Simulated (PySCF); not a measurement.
CdCl₂, singlet, geometry from GFN2-xTB (such geometries of metal compounds can be far from the true shape) (core potentials on Cd); HF/def2-SVP run with PySCF.

Here is a job for PySCF.
```python
from pyscf import gto, scf

mol = gto.Mole()
mol.atom = '''
    Cd   -0.396713    0.183899   -0.314496
    Cl    1.796225    0.099293   -0.905454
    Cl   -0.676094   -0.618537    1.793443
'''
mol.basis = 'def2-svp'
mol.ecp = {'Cd': 'def2-svp'}
mol.charge = 0
mol.spin = 0
mol.verbose = 4
mol.build()

mf = scf.RHF(mol)
mf.kernel()
```

Output, abridged:

```
PySCF version 2.14.0

[INPUT] verbose = 4
[INPUT] num. atoms = 3
[INPUT] num. electrons = 54
[INPUT] charge = 0
[INPUT] spin (= nelec alpha-beta = 2S) = 0
[INPUT] symmetry False subgroup None
[INPUT] Mole.unit = angstrom
[INPUT] Symbol           X                Y                Z      unit          X                Y                Z       unit  Magmom
[INPUT]  1 Cd    -0.396713000000   0.183899000000  -0.314496000000 AA   -0.749678920055   0.347518744581  -0.594311307271 Bohr   0.0
[INPUT]  2 Cl     1.796225000000   0.099293000000  -0.905454000000 AA    3.394373308097   0.187636576086  -1.711060078392 Bohr   0.0
[INPUT]  3 Cl    -0.676094000000  -0.618537000000   1.793443000000 AA   -1.277632494462  -1.168865527910   3.389116090018 Bohr   0.0

nuclear repulsion = 199.331037434211
number of shells = 27
number of NR pGTOs = 129
number of NR cGTOs = 67
basis = def2-svp
ecp = {'Cd': 'def2-svp'}

******** <class 'pyscf.scf.hf.RHF'> ********
method = RHF
initial guess = minao
damping factor = 0
level_shift factor = 0
DIIS = <class 'pyscf.scf.diis.CDIIS'>
diis_start_cycle = 1
diis_space = 8
diis_damp = 0
SCF conv_tol = 1e-09
SCF conv_tol_grad = None
SCF max_cycles = 50
direct_scf = True
direct_scf_tol = 1e-13
Set gradient conv threshold to 3.16228e-05
Initial guess from minao.
init E= -1071.02910106236
  HOMO = -0.769333359902544  LUMO = -0.621075430155585  gap/eV = 4.03430
cycle= 1 E= -1085.18571632673  delta_E= -14.2  |g|= 1.39  |ddm|= 3.31
  HOMO = -0.310939496155347  LUMO = 0.0303881666217002  gap/eV = 9.28800
cycle= 2 E= -1085.48852920929  delta_E= -0.303  |g|= 0.798  |ddm|= 2.48
  HOMO = -0.401289969093343  LUMO = -0.0310896307239489  gap/eV = 10.07366
cycle= 3 E= -1085.60557738374  delta_E= -0.117  |g|= 0.0506  |ddm|= 0.717
  HOMO = -0.411438823456647  LUMO = -0.0353375061801325  gap/eV = 10.23424
cycle= 4 E= -1085.60733239912  delta_E= -0.00176  |g|= 0.0167  |ddm|= 0.122
  HOMO = -0.408905965482537  LUMO = -0.0359020187669324  gap/eV = 10.14995
cycle= 5 E= -1085.6076081551  delta_E= -0.000276  |g|= 0.00488  |ddm|= 0.0518
  HOMO = -0.40981330843615  LUMO = -0.0363502700958123  gap/eV = 10.16245
cycle= 6 E= -1085.60763447081  delta_E= -2.63e-05  |g|= 0.00127  |ddm|= 0.0166
  HOMO = -0.409578441376354  LUMO = -0.0365022488146463  gap/eV = 10.15192
cycle= 7 E= -1085.60763618873  delta_E= -1.72e-06  |g|= 0.000336  |ddm|= 0.00408
  HOMO = -0.40961831380436  LUMO = -0.0364847624794799  gap/eV = 10.15348
cycle= 8 E= -1085.60763625459  delta_E= -6.59e-08  |g|= 7.41e-05  |ddm|= 0.000756
  HOMO = -0.409626225613141  LUMO = -0.0364942587519724  gap/eV = 10.15344
cycle= 9 E= -1085.60763625916  delta_E= -4.57e-09  |g|= 1.94e-05  |ddm|= 0.000241
  HOMO = -0.4096280137264  LUMO = -0.0364952483523663  gap/eV = 10.15346
cycle= 10 E= -1085.6076362594  delta_E= -2.39e-10  |g|= 5.5e-06  |ddm|= 4.86e-05
  HOMO = -0.409628406765668  LUMO = -0.0364946096512725  gap/eV = 10.15349
Extra cycle  E= -1085.60763625943  delta_E= -2.93e-11  |g|= 2.67e-06  |ddm|= 1.3e-05
converged SCF energy = -1085.60763625943
```
